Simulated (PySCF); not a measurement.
In(H)(Me)2(OMe2), C4H13InO, singlet, GFN2-xTB optimised geometry.

```
19

In    -0.32     0.58     0.00
H     -1.14     2.12     0.00
C      1.90     0.58     0.00
H      2.26    -0.37     0.38
H      2.31     1.38     0.62
H      2.29     0.71    -1.01
C     -1.50    -1.25    -0.43
H     -0.85    -2.12    -0.38
H     -1.94    -1.21    -1.43
H     -2.31    -1.37     0.29
C     -0.40     1.68     3.20
O     -0.56     0.49     2.46
C     -0.09    -0.65     3.13
H      0.65     1.84     3.47
H     -0.73     2.49     2.55
H     -1.01     1.65     4.11
H     -0.67    -0.82     4.05
H      0.97    -0.55     3.39
H     -0.22    -1.49     2.45
```

Density from PBE0/def2-SVP, def2 effective core potentials past Kr in PySCF at that geometry. The core electrons that the potentials of In replace are not part of the density.

Minimum of the electron density along straight lines between bonded atoms, close to the bond critical point (lines longer than 1.1 times the sum of covalent radii, or with two minima, are not listed):

| bond | length / Å | ρ at the minimum / e bohr⁻³ | ∇²ρ there / e bohr⁻⁵ | position (fraction from the first atom) |
|---|---|---|---|---|
| In1–H2 | 1.743 | [?] | [?] | 0.63 |
| In1–C3 | 2.224 | 0.085 | 0.17 | 0.50 |
| C3–H4 | 1.091 | 0.268 | -0.93 | 0.62 |
| C3–H5 | 1.090 | 0.269 | -0.94 | 0.62 |
| C3–H6 | 1.089 | 0.269 | -0.95 | 0.62 |
| In1–C7 | 2.221 | 0.086 | 0.17 | 0.50 |
| C7–H8 | 1.091 | 0.269 | -0.94 | 0.62 |
| C7–H9 | 1.089 | 0.269 | -0.95 | 0.62 |
| C7–H10 | 1.090 | 0.269 | -0.94 | 0.62 |
| C11–O12 | 1.409 | 0.254 | -0.30 | 0.34 |
| O12–C13 | 1.408 | 0.256 | [?] | 0.66 |
| C11–H14 | 1.096 | 0.279 | -1.05 | 0.63 |
| C11–H15 | 1.089 | 0.285 | -1.12 | 0.65 |
| C11–H16 | 1.096 | 0.279 | -1.05 | 0.63 |
| C13–H17 | 1.096 | 0.279 | -1.05 | 0.63 |
| C13–H18 | 1.096 | 0.280 | -1.05 | 0.64 |
| C13–H19 | 1.089 | 0.284 | -1.11 | 0.64 |

Task: Fill in the missing entries.

Result: 
- In1–H2, ρ at the minimum / e bohr⁻³: 0.097
- In1–H2, ∇²ρ there / e bohr⁻⁵: 0.16
- O12–C13, ∇²ρ there / e bohr⁻⁵: -0.33
